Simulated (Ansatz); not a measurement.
Consider the ligand exchange at the Si–C bond: `C=[CH][AlH][CH2][SiH3]` + `NCS` → `[SiH3]NCS` + `C=[CH][AlH][CH3]`.

Program: Ansatz. Geometries: PBE0-D4/def2-TZVP. ΔE: electronic, gas phase. CCSD(T)/CBS is the MP2 limit (def2-TZVPP, def2-QZVPP) plus CCSD(T) − MP2 in def2-TZVPP, frozen cores. Functionals use def2-TZVPP. Each species was taken in one conformer, which may not be the lowest.

(1) Is it downhill or uphill in electronic energy at CCSD(T)/CBS, and by how much? (Best estimate.)

(2) What do these levels give: B2PLYP, PBE, HF/def2-TZVPP, CCSD(T)/def2-TZVPP, HF/def2-QZVPP, SCS-MP2/def2-QZVPP? (Best estimate.)

Largest T1 diagnostic among the species: 0.011.

## Answers

(1) The calculation gave: Downhill: ΔE = -36.7 kJ/mol.

(2) Computed: B2PLYP -42.3, PBE -33.4, HF/def2-TZVPP -47.3, CCSD(T)/def2-TZVPP -37.2, HF/def2-QZVPP -47.6, SCS-MP2/def2-QZVPP -41.0 kJ/mol.

In def2-TZVPP, CCSD(T) changes the Hartree–Fock value by +10.2 kJ/mol (the triples alone add +1.2 kJ/mol) and MP2 by +8.4 kJ/mol.
